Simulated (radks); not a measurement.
Species: Co III. Configuration: [Ar] 3d7. Method: non-relativistic Kohn-Sham, LDA (Slater exchange, Perdew-Wang correlation), spin-polarised, spherical densities, point nucleus; open shells are filled with parallel spins first; computed with a radial shooting solver on a logarithmic mesh with Libxc functionals.

Normalised radial functions P(r) = r R(r), r in bohr:

```
   r/bohr * 2p down (the largest magnitude, 2.01, reaches the edge; | marks zero)
 0.003852 *
 0.005566 *
 0.008042 |*
  0.01153 | *
  0.01665 |   *
  0.02406 |      *
  0.03449 |           *
  0.04983 |                    *
    0.072 |                                *
   0.1032 |                                             *
   0.1491 |                                                      *
   0.2154 |                                                     *
   0.3088 |                                      *
   0.4461 |                  *
   0.6446 |     *
   0.9239 |*
    1.335 *
    1.929 *
    2.765 *
    3.994 *
```

2p down: eigenvalue -783.83 eV, 0 radial nodes, <r> = 0.226 bohr, 90 % of the charge inside 0.370 bohr.
